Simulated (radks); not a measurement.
The titanium ion Ti+, 21 electrons, occupied as [Ar] 3d2 4s1 (the NIST ground configuration). Calculated with a radial shooting solver on a logarithmic mesh with Libxc functionals: Dirac Kohn-Sham, PBE, spin-unpolarised, spherical densities, finite nucleus; open shells are shared between the two j in proportion to 2j + 1; Fermi nuclear charge, rms radius 3.5921 fm.

Unscreened Slater integrals over Kohn-Sham orbitals (eV). Large and small components are both included.

integral,value
"F0(4s1/2,4s1/2)",7.6878
"F0(4s1/2,3d5/2)",9.4453
"G2(4s1/2,3d5/2)",1.6112
"F0(4s1/2,3d3/2)",9.4497
"G2(4s1/2,3d3/2)",1.6029
"F0(4s1/2,3p3/2)",9.8413
"G1(4s1/2,3p3/2)",0.64656
"F0(3d5/2,3d5/2)",16.727
"F2(3d5/2,3d5/2)",7.5336
"F4(3d5/2,3d5/2)",4.6486
"F0(3d5/2,3d3/2)",16.752
"F2(3d5/2,3d3/2)",7.5449
"G2(3d5/2,3d3/2)",7.5419
"G4(3d5/2,3d3/2)",4.6539
"F0(3d5/2,3p3/2)",19.165
"F2(3d5/2,3p3/2)",8.8233
"G1(3d5/2,3p3/2)",10.984
"G3(3d5/2,3p3/2)",6.5640
"F0(3d3/2,3d3/2)",16.777
"F2(3d3/2,3d3/2)",7.5563
"F0(3d3/2,3p3/2)",19.199
"F2(3d3/2,3p3/2)",8.8427
"G1(3d3/2,3p3/2)",11.008
"G3(3d3/2,3p3/2)",6.5786
"F0(3p3/2,3p3/2)",22.609
"F2(3p3/2,3p3/2)",11.330
